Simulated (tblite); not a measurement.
A geometry optimisation, step by step.

Compound: CH10Ge3OSi.
SMILES with atom numbers: `[SiH3:1][Ge@H:2]1[GeH2:3][CH2:4][O:5][GeH2:6]1` (hydrogens: H7, H8, H9 on Si1; H10 on Ge2; H11, H12 on Ge3; H13, H14 on C4; H15, H16 on Ge6)

Computed with GFN2-xTB (tblite), gas phase: L-BFGS steps from a force-field or distance-geometry start until the largest atomic force falls under 0.01 eV/Å. 5 of its 122 geometries are shown.

Step 0: E = -512.0765 eV, largest atomic force 1.223 eV/Å
```
atom  x, y, z in Å  |  force x, y, z in eV/Å
Si1     2.419   -0.180   -1.138    0.426   0.002  -0.280
Ge2     0.997    0.347    0.610    0.560   0.132   0.420
Ge3    -0.854    1.560   -0.126    0.295   1.187  -0.013
C4     -2.164    0.102   -0.213   -0.890  -0.228   0.044
O5     -2.115   -0.716    0.961    0.525  -0.037  -0.632
Ge6    -0.471   -1.451    1.076    0.569  -0.194   0.958
H7      1.616   -0.732   -2.246    0.098   0.041   0.097
H8      3.406   -1.165   -0.689   -0.005   0.003  -0.105
H9      3.102    1.038   -1.589   -0.017  -0.113  -0.043
H10     1.669    0.947    1.883   -0.290  -0.242  -0.350
H11    -0.624    2.176   -1.533   -0.353   0.020   0.442
H12    -1.292    2.607    0.933   -0.075  -0.143  -0.598
H13    -3.182    0.538   -0.277    0.296  -0.463  -0.014
H14    -1.984   -0.517   -1.119   -0.245   0.305   0.300
H15    -0.230   -1.988    2.510   -0.572  -0.190  -0.407
H16    -0.302   -2.558    0.021   -0.323  -0.080   0.180
```

Step 30: E = -512.5915 eV, largest atomic force 0.135 eV/Å
```
atom  x, y, z in Å  |  force x, y, z in eV/Å
Si1     2.596   -0.180   -1.209   -0.029   0.023   0.066
Ge2     1.076    0.343    0.533   -0.132   0.024   0.011
Ge3    -0.874    1.629   -0.096    0.020  -0.092   0.013
C4     -2.216    0.136   -0.162   -0.036  -0.008  -0.039
O5     -2.003   -0.878    0.789    0.056   0.084  -0.002
Ge6    -0.380   -1.498    1.178    0.045  -0.037  -0.036
H7      1.796   -0.732   -2.303    0.016  -0.024  -0.046
H8      3.576   -1.161   -0.749    0.030  -0.035   0.005
H9      3.284    1.027   -1.662    0.001   0.022   0.005
H10     1.669    0.928    1.811    0.013   0.011   0.014
H11    -0.866    2.242   -1.482   -0.015   0.053   0.013
H12    -1.356    2.740    0.818    0.025  -0.013  -0.037
H13    -3.236    0.509   -0.020    0.042  -0.009   0.019
H14    -2.172   -0.293   -1.175   -0.053   0.029   0.001
H15    -0.709   -2.086    2.533    0.037   0.029   0.003
H16    -0.193   -2.716    0.260   -0.018  -0.055   0.008
```

Step 60: E = -512.6174 eV, largest atomic force 0.034 eV/Å
```
atom  x, y, z in Å  |  force x, y, z in eV/Å
Si1     2.720   -0.177   -1.204   -0.015  -0.003   0.004
Ge2     1.045    0.290    0.410    0.023   0.024   0.006
Ge3    -0.907    1.589   -0.155    0.017   0.012  -0.006
C4     -2.319    0.158   -0.143    0.009  -0.012   0.014
O5     -1.998   -1.003    0.579   -0.026   0.002   0.007
Ge6    -0.381   -1.536    1.097   -0.002  -0.005  -0.018
H7      2.068   -0.750   -2.384    0.013   0.006   0.010
H8      3.688   -1.132   -0.663   -0.006   0.007   0.007
H9      3.404    1.061   -1.576   -0.003   0.001   0.009
H10     1.581    0.872    1.719    0.008  -0.009  -0.032
H11    -0.969    2.286   -1.501   -0.009  -0.016   0.017
H12    -1.282    2.679    0.831    0.004   0.002  -0.018
H13    -3.248    0.564    0.276    0.007  -0.012   0.004
H14    -2.538   -0.115   -1.185    0.000  -0.001   0.009
H15    -0.631   -1.883    2.557   -0.010   0.004  -0.004
H16    -0.239   -2.894    0.410   -0.011   0.000  -0.008
```

Step 91: E = -512.6217 eV, largest atomic force 0.035 eV/Å
```
atom  x, y, z in Å  |  force x, y, z in eV/Å
Si1     2.820   -0.163   -1.194   -0.005   0.010   0.017
Ge2     1.026    0.240    0.305    0.008  -0.002   0.024
Ge3    -0.929    1.557   -0.211   -0.014  -0.024  -0.011
C4     -2.389    0.176   -0.067   -0.017   0.007  -0.008
O5     -2.009   -1.074    0.447   -0.003   0.012  -0.008
Ge6    -0.406   -1.571    1.033   -0.007   0.026  -0.008
H7      2.328   -0.741   -2.445   -0.033  -0.003   0.003
H8      3.764   -1.087   -0.566    0.004   0.006   0.001
H9      3.483    1.110   -1.475    0.012   0.004   0.002
H10     1.542    0.829    1.619    0.004  -0.011  -0.010
H11    -1.043    2.214   -1.572    0.001  -0.003  -0.016
H12    -1.226    2.693    0.749    0.002   0.003  -0.004
H13    -3.201    0.579    0.553    0.023  -0.022  -0.002
H14    -2.811    0.013   -1.069    0.012   0.022   0.024
H15    -0.618   -1.802    2.530    0.007  -0.010  -0.016
H16    -0.338   -2.963    0.427    0.004  -0.015   0.011
```

Step 121: E = -512.6359 eV, largest atomic force 0.009 eV/Å
```
atom  x, y, z in Å  |  force x, y, z in eV/Å
Si1     2.867   -0.102   -1.120   -0.004  -0.003  -0.005
Ge2     1.015    0.214    0.320   -0.006   0.002   0.004
Ge3    -0.913    1.507   -0.340   -0.006  -0.006   0.004
C4     -2.406    0.226    0.090    0.000   0.008  -0.003
O5     -2.001   -1.107    0.272   -0.007  -0.002   0.000
Ge6    -0.432   -1.634    0.920    0.005   0.002   0.000
H7      2.401   -0.658   -2.391    0.003   0.001   0.003
H8      3.821   -1.020   -0.496    0.000   0.000   0.000
H9      3.510    1.191   -1.352    0.004   0.000   0.000
H10     1.436    0.795    1.671    0.008  -0.005   0.000
H11    -0.990    1.872   -1.810    0.005   0.006  -0.004
H12    -1.193    2.821    0.359   -0.008   0.001  -0.001
H13    -2.929    0.581    0.989    0.006  -0.001   0.002
H14    -3.138    0.233   -0.725   -0.002  -0.005   0.001
H15    -0.664   -1.910    2.410   -0.002   0.004   0.000
H16    -0.390   -3.001    0.269    0.003  -0.002  -0.002
```

Task: Summarise the path.

Result: The energy falls by 0.5594 eV from step 0 to step 121; nine tenths of that is first reached at step 25. It falls at every step. The largest force goes from 1.223 to 0.009 eV/Å. Among the bonds Ge2–Ge3 changes most, from 2.332 to 2.413 Å; the atoms move by 0.677 Å rms after alignment.

The cost below is that of the whole relaxation. On one thread of an Arm Neoverse N1, no GPU, shared host with 64 logical CPUs at a one-minute load of 54, this took 1.8 s wall.
